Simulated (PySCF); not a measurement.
Molecular orbitals of KCl⁻

UHF at R = 2.858 Å; PySCF, no relativity, basis sets K def2-SVPD, Cl def2-SVPD. State: ²Σ⁺ (doublet), unpaired electrons σ ↑. Only the outer orbitals are listed, counted within each symmetry.

| spin | orbital | occ. | ε (eV) | on K (%) | main shells (%) |
| --- | --- | --- | --- | --- | --- |
| α | 8σ | 1 | -22.63 | 53 | 53 K p, 46 Cl s |
| α | 3π | 1 | -22.27 | 100 | 100 K p |
| α | 3π | 1 | -22.27 | 100 | 100 K p |
| α | 9σ | 1 | -21.60 | 46 | 54 Cl s, 46 K p |
| α | 10σ | 1 | -6.47 | 0 | 100 Cl p |
| α | 4π | 1 | -6.18 | 0 | 100 Cl p |
| α | 4π | 1 | -6.18 | 0 | 100 Cl p |
| α | 11σ | 1 | -0.55 | 99 | 66 K s, 32 K p |
| α | 5π | 0 | 3.04 | 105 | 105 K p |
| α | 5π | 0 | 3.04 | 105 | 105 K p |
| α | 12σ | 0 | 3.49 | 104 | 62 K p, 40 K s |
| β | 8σ | 1 | -22.60 | 51 | 51 K p, 48 Cl s |
| β | 3π | 1 | -22.25 | 100 | 100 K p |
| β | 3π | 1 | -22.25 | 100 | 100 K p |
| β | 9σ | 1 | -21.58 | 48 | 52 Cl s, 48 K p |
| β | 10σ | 1 | -6.45 | 0 | 100 Cl p |
| β | 4π | 1 | -6.18 | 0 | 100 Cl p |
| β | 4π | 1 | -6.18 | 0 | 100 Cl p |
| β | 11σ | 0 | 3.04 | 96 | 92 K s |
| β | 5π | 0 | 3.53 | 104 | 104 K p |
| β | 5π | 0 | 3.53 | 104 | 104 K p |

Q: Which are the highest filled and the lowest empty level, where do they sit, and how wide is the gap?

A: Highest filled α 11σ at -0.55 eV (in %: 66 K s, 32 K p); lowest empty α 5π at 3.04 eV (in %: 105 K p); the gap at UHF is 3.59 eV. An empty level above zero is unbound, and its energy depends on the basis.

```
bond order (Mayer)                                                                                                 : 0.01
⟨S²⟩                                                                                                               : 0.750
charge on K (Mulliken, basis-dependent)                                                                            : 0.01
charge on K (Löwdin, basis-dependent)                                                                              : -0.17
dipole moment (positive dipole points towards Cl; it is taken about the centre of mass and depends on that origin) : 3.97 D
```

Shares are Mulliken populations and can fall outside 0 to 100 %.

The state was picked by a PBE0 search and need not be the measured ground state.
